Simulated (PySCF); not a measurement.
# Two-component Hartree-Fock for Sb (antimony, neutral)

Start: [Kr] 4d10 5s1 5p3 5d1; 5s1/2 filled at m_j = +1/2; 5p3/2 filled at m_j = -1/2, +1/2, +3/2; 5d5/2 filled at m_j = +5/2. Calculated with PySCF 2.14 in x2c-TZVPall-2c with one added diffuse shell each of s, p, d, f type (9s10p6d3f, 90 functions): generalised Hartree-Fock with the X2C-1e Hamiltonian and a Gaussian nucleus; one run each with spin-orbit coupling (SO) switched off, then screened by Boettger's factors. This is a chosen level, not necessarily the ground level.

```json
{"spinor shell": "1s1/2", "electrons": "2", "ε, spin-free (eV)": "-30648.5", "ε, screened SO (eV)": "-30645.5", "weight of nominal j (screened SO)": "1.000", "rms radius, screened SO (bohr)": "0.0325"}
{"spinor shell": "2s1/2", "electrons": "2", "ε, spin-free (eV)": "-4762.6", "ε, screened SO (eV)": "-4761.7", "weight of nominal j (screened SO)": "1.000", "rms radius, screened SO (bohr)": "0.133"}
{"spinor shell": "2p1/2", "electrons": "2", "ε, spin-free (eV)": "-4269.0", "ε, screened SO (eV)": "-4443.8", "weight of nominal j (screened SO)": "1.000", "rms radius, screened SO (bohr)": "0.115"}
{"spinor shell": "2p3/2", "electrons": "4", "ε, spin-free (eV)": "-4269.0", "ε, screened SO (eV)": "-4189.6", "weight of nominal j (screened SO)": "1.000", "rms radius, screened SO (bohr)": "0.120"}
{"spinor shell": "3s1/2", "electrons": "2", "ε, spin-free (eV)": "-977.89", "ε, screened SO (eV)": "-977.65", "weight of nominal j (screened SO)": "1.000", "rms radius, screened SO (bohr)": "0.352"}
{"spinor shell": "3p1/2", "electrons": "2", "ε, spin-free (eV)": "-813.13", "ε, screened SO (eV)": "-846.37", "weight of nominal j (screened SO)": "1.000", "rms radius, screened SO (bohr)": "0.345"}
{"spinor shell": "3p3/2", "electrons": "4", "ε, spin-free (eV)": "-813.13", "ε, screened SO (eV)": "-797.92", "weight of nominal j (screened SO)": "1.000", "rms radius, screened SO (bohr)": "0.356"}
{"spinor shell": "3d3/2", "electrons": "4", "ε, spin-free (eV)": "-562.21", "ε, screened SO (eV)": "-567.98", "weight of nominal j (screened SO)": "1.000", "rms radius, screened SO (bohr)": "0.329"}
{"spinor shell": "3d5/2", "electrons": "6", "ε, spin-free (eV)": "-562.21", "ε, screened SO (eV)": "-558.13", "weight of nominal j (screened SO)": "1.000", "rms radius, screened SO (bohr)": "0.332"}
{"spinor shell": "4s1/2", "electrons": "2", "ε, spin-free (eV)": "-180.53", "ε, screened SO (eV)": "-180.47", "weight of nominal j (screened SO)": "1.000", "rms radius, screened SO (bohr)": "0.844"}
{"spinor shell": "4p1/2", "electrons": "2", "ε, spin-free (eV)": "-127.78", "ε, screened SO (eV)": "-133.98", "weight of nominal j (screened SO)": "0.999", "rms radius, screened SO (bohr)": "0.892"}
{"spinor shell": "4p3/2", "electrons": "4", "ε, spin-free (eV)": "-127.78", "ε, screened SO (eV)": "-124.91", "weight of nominal j (screened SO)": "0.999", "rms radius, screened SO (bohr)": "0.921"}
{"spinor shell": "4d3/2", "electrons": "4", "ε, spin-free (eV)": "-48.385", "ε, screened SO (eV)": "-49.219", "weight of nominal j (screened SO)": "0.956", "rms radius, screened SO (bohr)": "1.10"}
{"spinor shell": "4d5/2", "electrons": "6", "ε, spin-free (eV)": "-48.385", "ε, screened SO (eV)": "-47.775", "weight of nominal j (screened SO)": "0.971", "rms radius, screened SO (bohr)": "1.11"}
{"spinor shell": "5s1/2", "electrons": "1", "ε, spin-free (eV)": "-24.360", "ε, screened SO (eV)": "-24.341", "weight of nominal j (screened SO)": "1.000", "rms radius, screened SO (bohr)": "2.36"}
{"spinor shell": "5p3/2", "electrons": "3", "ε, spin-free (eV)": "-12.769", "ε, screened SO (eV)": "-12.796", "weight of nominal j (screened SO)": "0.629", "rms radius, screened SO (bohr)": "2.86"}
{"spinor shell": "5d5/2", "electrons": "1", "ε, spin-free (eV)": "-1.867", "ε, screened SO (eV)": "-1.864", "weight of nominal j (screened SO)": "1.000", "rms radius, screened SO (bohr)": "5.70"}
```

| quantity | spin-free | screened SO |
| --- | --- | --- |
| E (hartree) | -6476.75842 | -6478.42220 |
| M_J | 9/2 | 9/2 |
| ⟨J²⟩ | 24.759 | 24.760 |
| ⟨L²⟩ | 6.005 | 6.075 |
| ⟨S²⟩ | 8.754 | 8.731 |

Each row is a mean over spinors that exchange with the open shell spreads, by up to 0.948 eV (4s1/2).

Rows whose weight is well below 1 are mixtures of j = l ± 1/2: exchange outweighs spin-orbit coupling there, and the label is only the starting occupation.

Breit and QED terms are absent; they matter most for the inner s and p1/2 levels.

Densities and radii are taken from the X2C orbitals without a picture-change correction, which distorts them close to the nucleus.

Without spin-orbit coupling the j labels of p, d and f shells carry no meaning; the spin-free column gives the mean over the occupied spinors of each nl shell.
